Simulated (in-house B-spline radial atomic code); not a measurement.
A run on an ion of nuclear charge 66 with 66.6 electrons that did not converge. Method: scalar-relativistic (X2C) LC-wPBE, spin-polarised, spherical fractional occupations, Fermi nucleus of rms radius 5.2218 fm; computed with a B-spline radial code for spherical atoms.

Command:
```bash
python run_scf.py task.json out
```
Settings (nuclear radius in fm, mass in u):
```
Z                66
configuration    [Xe] 4f10.6 6s2
hamiltonian      x2c
method           lc_wpbe
spin_polarised   True
nucleus          fermi
rms_radius       5.2218
atomic_mass      163.92918
speed_of_light   137.035999084
```

First and last ten iterations of the last attempt (damped for 15 steps, keeping 80 % of the old Fock matrix, then DIIS):
```
 iter        energy (Eh)    residual
    1      -12102.192581    7.77e-01
    2      -12104.228418    1.41e+00
    3      -12129.589378    9.10e-01
    4      -12143.347741    5.63e-01
    5      -12150.297241    3.56e-01
    6      -12153.537023    2.34e-01
    7      -12154.941440    1.58e-01
    8      -12155.532790    1.02e-01
    9      -12155.796566    7.03e-02
   10      -12155.930700    5.40e-02
  111      -12155.695920    6.55e-02
  112      -12155.690111    6.58e-02
  113      -12156.119387    2.47e-02
  114      -12156.179261    3.85e-03
  115      -12156.165770    1.17e-02
  116      -12156.180580    2.16e-03
  117      -12156.181100    3.53e-04
  118      -12156.181098    3.88e-04
  119      -12156.181116    1.42e-05
  120      -12156.181117    3.41e-05
 not converged after 120 iterations
```

The smallest residual met was 1.4e-05; the threshold is about 7e-07. No energy from this run should be used. Time taken, with all properties: 24 s on 1 thread of Intel(R) Xeon(R) 6975P-C, on a shared host.
